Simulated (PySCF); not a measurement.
Species: C₄H₉SSi₂ (doublet state).
Structure used (GFN2-xTB), in Å, numbered top down from 1:
```xyz
16
C4H9SSi2 angstrom
C      2.6599   -1.5816    0.3524
Si     2.7218   -0.0640   -0.6945
C      1.0371    0.7196   -0.6074
C     -0.0611    1.2261   -0.5320
Si    -1.7635    1.9033   -0.3080
S     -2.6101    0.8751    1.3902
C     -2.4231   -0.8464    0.8337
H      2.2053   -1.5872    1.3280
H      3.0762   -2.5245    0.0451
H      3.6733    0.9380   -0.1860
H      3.0077   -0.3970   -2.0938
H     -2.5765    1.5849   -1.4814
H     -1.7793    3.3013    0.0873
H     -1.3867   -1.0302    0.5661
H     -2.7148   -1.4802    1.6644
H     -3.0740   -1.0283   -0.0165
```

The hyperfine couplings belong to this conformer and change with its torsions.

Identity: `[CH2][SiH2]C#C[SiH2]SC` [radical].

Method: UKS B3LYP, pcH-1 on C H S Si, non-relativistic, mean-field spin-orbit, GIAO in PySCF. Isolated species at its GFN2-xTB geometry (one conformer only). The geometry wasn't refined by DFT: couplings that depend on bond lengths, twists or pyramidal angles can differ widely from those at the functional's own minimum. Stability of the SCF solution: not tested.

The largest Mulliken spin population is on C1 (+1.05). The angles at C1 add up to 360.0°, so it is planar; its axial dipolar tensor and the negative couplings of its protons fit spin in a p orbital normal to that plane.

Question: Find Q in a(H) = Q·ρ(C) for the protons on the planar carbons that carry spin.

Answer: 
```tsv
H	C	ρ(C)	a(H) (G)	a/ρ (G)
H8	C1	+1.049	-21.00	-20.0
H9	C1	+1.049	-21.02	-20.0
```

These protons share one ρ (within 0.01), so their mean ratio, Q = -20.0 G, is no test of linearity. In every row coupling and population have opposite signs.

Couplings in gauss use g_iso = 2.0026.
